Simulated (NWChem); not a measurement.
All runs are NWChem calculations. System: CH₅S (+1), charge 1, spin multiplicity 1, at a geometry optimised with PBE0/def2-SVP. The structure started from a generated list of species. Level: TD-PBE/aug-cc-pVDZ.

Job file:

```
start mol
memory heap 200 mb stack 900 mb global 1100 mb
charge 1
geometry units angstroms nocenter noautoz
  C     -0.330389     1.146221     0.000000
  S      0.262862    -0.568544     0.000000
  H      0.095630     1.614359     0.898263
  H      0.095630     1.614359    -0.898263
  H     -1.426134     1.188460     0.000000
  H     -0.494293    -1.098904     0.998691
  H     -0.494293    -1.098904    -0.998691
  symmetry group Cs
end
basis spherical
  * library aug-cc-pvdz
end
dft
  xc xpbe96 cpbe96
  semidirect memsize 60000000 filesize 0
  iterations 100
end
tddft
  rpa
  nroots 5
  notriplet
  thresh 1e-4
end
task tddft energy
```

NWChem printed:

```
             Northwest Computational Chemistry Package (NWChem) 7.3.0
             --------------------------------------------------------

                                NWChem Input Module
                                -------------------

 Scaling coordinates for geometry "geometry" by  1.889725989
 (inverse scale =  0.529177249)

 Turning off AUTOSYM since
 SYMMETRY directive was detected!

                             Geometry "geometry" -> ""
                             -------------------------

 Output coordinates in angstroms (scale by  1.889725989 to convert to a.u.)

  No.       Tag          Charge          X              Y              Z
 ---- ---------------- ---------- -------------- -------------- --------------
    1 C                    6.0000    -0.33038900     1.14622100     0.00000000
    2 S                   16.0000     0.26286200    -0.56854400     0.00000000
    3 H                    1.0000     0.09563000     1.61435900     0.89826300
    4 H                    1.0000     0.09563000     1.61435900    -0.89826300
    5 H                    1.0000    -1.42613400     1.18846000     0.00000000
    6 H                    1.0000    -0.49429300    -1.09890400     0.99869100
    7 H                    1.0000    -0.49429300    -1.09890400    -0.99869100

 Effective nuclear repulsion energy (a.u.)      64.5580792026

            Nuclear Dipole moment (a.u.)
            ----------------------------
        X                 Y               Z
 ---------------- ---------------- ----------------
    -0.0000037795    -0.0000151178     0.0000000000

      Symmetry information
      --------------------

 Group name             Cs
 Group number              2
 Group order               2
 No. of unique centers     5

      Symmetry unique atoms

     1    2    3    5    6


 Summary of "ao basis" -> "" (spherical)
 ------------------------------------------------------------------------------
       Tag                 Description            Shells   Functions and Types
 ---------------- ------------------------------  ------  ---------------------
 *                        aug-cc-pvdz                 on all atoms
[...]
     Transition Moments    X  0.33601   Y -0.12010   Z  0.00000
     Transition Moments   XX  0.30260  XY -0.85015  XZ  0.00000
     Transition Moments   YY -0.20732  YZ -0.00000  ZZ -0.33558
     Dipole Oscillator Strength                    0.0273096884
     Electric Quadrupole                           0.0000001484
     Magnetic Dipole                               0.0000003654
     Total Oscillator Strength                     0.0273102022

          sigma_e =   2.1826 Angstrom
          sigma_h =   1.5672 Angstrom
         |d_h->e| =   0.6855 Angstrom
            d_exc =   2.7713 Angstrom
            d_CD1 =   1.3010 Angstrom
            d_CD2 =  -1.1894 Angstrom
            d_CD3 =   3.4569 Angstrom
     Pearson C.C. =   0.0014

     Occ.   11  a'  ---  Virt.   14  a'  -0.09208 X
     Occ.   11  a'  ---  Virt.   16  a'  -0.06883 X
     Occ.   13  a'  ---  Virt.   14  a'   0.15613 X
     Occ.   13  a'  ---  Virt.   16  a'   0.97746 X
  ----------------------------------------------------------------------------
  Root   4 singlet a"             0.332142426 a.u.                9.0381 eV
  ----------------------------------------------------------------------------
     Transition Moments    X  0.00000   Y -0.00000   Z -0.02686
     Transition Moments   XX -0.00000  XY -0.00000  XZ -0.23493
     Transition Moments   YY -0.00000  YZ -1.06061  ZZ -0.00000
     Dipole Oscillator Strength                    0.0001598017
     Electric Quadrupole                           0.0000002303
     Magnetic Dipole                               0.0000014594
     Total Oscillator Strength                     0.0001614913

          sigma_e =   1.8751 Angstrom
          sigma_h =   1.3570 Angstrom
         |d_h->e| =   1.4462 Angstrom
            d_exc =   2.7374 Angstrom
            d_CD1 =   1.9643 Angstrom
            d_CD2 =  -0.1698 Angstrom
            d_CD3 =   4.1836 Angstrom
     Pearson C.C. =  -0.0088

     Occ.   10  a'  ---  Virt.   15  a"   0.07807 X
     Occ.   11  a'  ---  Virt.   15  a"  -0.10075 X
     Occ.   12  a"  ---  Virt.   14  a'   0.98583 X
     Occ.   12  a"  ---  Virt.   16  a'  -0.07474 X
     Occ.   13  a'  ---  Virt.   15  a"  -0.05066 X
  ----------------------------------------------------------------------------
  Root   5 singlet a'             0.336981574 a.u.                9.1697 eV
  ----------------------------------------------------------------------------
     Transition Moments    X -0.05047   Y -0.35408   Z -0.00000
     Transition Moments   XX -0.10151  XY  0.82029  XZ  0.00000
     Transition Moments   YY -0.39397  YZ  0.00000  ZZ  0.26986
     Dipole Oscillator Strength                    0.0287377714
     Electric Quadrupole                           0.0000001597
     Magnetic Dipole                               0.0000009787
     Total Oscillator Strength                     0.0287389097

          sigma_e =   1.7120 Angstrom
          sigma_h =   1.2821 Angstrom
         |d_h->e| =   1.7866 Angstrom
            d_exc =   2.7872 Angstrom
            d_CD1 =   2.2164 Angstrom
            d_CD2 =   0.2895 Angstrom
            d_CD3 =   4.5737 Angstrom
     Pearson C.C. =  -0.0004

     Occ.    9  a"  ---  Virt.   15  a"  -0.11061 X
     Occ.   10  a'  ---  Virt.   16  a'   0.06013 X
     Occ.   11  a'  ---  Virt.   14  a'  -0.09403 X
     Occ.   11  a'  ---  Virt.   16  a'  -0.13452 X
     Occ.   12  a"  ---  Virt.   15  a"  -0.97121 X
     Occ.   13  a'  ---  Virt.   14  a'   0.07188 X
     Occ.   13  a'  ---  Virt.   17  a'   0.05195 X

              Target root =      1
          Target symmetry = none
      Ground state energy =   -438.772710008768
        Excitation energy =      0.298911071205
     Excited state energy =   -438.473798937563

  stored tddft:energy   -438.47379893756261

 Task  times  cpu:       46.6s     wall:       46.6s

 Total times  cpu:       46.6s     wall:       46.6s
```
